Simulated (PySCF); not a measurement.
Calculated NMR data

Computed data (PySCF): GFN2-xTB structure, GIAO PBE0/pcSseg-1 shieldings. Fast rotation and ring inversion assumed for equivalent nuclei, a single conformation, no solvent, non-relativistic.

Scale: TMS for ¹H (σref 31.72) and ¹³C (σref 186.93) (reference shieldings calculated alike). Where no couplings were computed, multiplicities follow the n + 1 count of equivalent neighbours, and m marks all less simple cases (inequivalent or close neighbours, rings, F or P nearby). Shifts are as computed. Against solution values, carbons near 30 ppm lie about +3 ppm off and those near 130 ppm about +5 ppm. Of 1211 compounds with measured shifts, 218 miss one by over three times the rms of a fit or turn the order of signals round; such compounds aren't used in these exercises.

Compound 1 (C7H8O). ¹H NMR (600 MHz, computed): δ 6.19 (m, 1H), 6.04 (m, 1H), 5.85 (m, 1H), 4.85 (br s, 1H), 4.41 (br s, 1H), 3.71 (s, 3H). ¹³C{¹H} NMR (computed): δ 154.5 (C), 136.2 (CH2), 124.6 (CH), 98.1 (C), 97.5 (CH2), 94.8 (C), 55.9 (CH3). Structure: `C=CC#CC(=C)OC`.

Compound 2 (C6H10OSi). ¹H NMR (600 MHz, computed): δ 7.09 (m, 2H), 5.81 (d, 2H), 3.77 (s, 3H), 0.28 (s, 3H). ¹³C{¹H} NMR (computed): δ 155.3 (CH), 134.3 (CH), 53.3 (CH3), -4.2 (CH3). Structure: `C1=C[Si](OC)(C)C=C1`.
